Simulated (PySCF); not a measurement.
Level of theory: TPSSh-D3(BJ)/def2-TZVP // B3LYP-D3(BJ)/def2-TZVP (PySCF). Gas-phase values, no solvent. 

Reference species (SMILES): `[NH2][AlH][NH2]` (neutral, multiplicity 1).

```
Item            Value
-------------  ------
dipole moment  1.25 D
```

Changed species: `[NH2][AlH2]` (whole molecule; the reference has whole molecule).

Problem. Give the shifts of the dipole moment.

Solution. the dipole moment rises by 0.06 D, to 1.31 D.
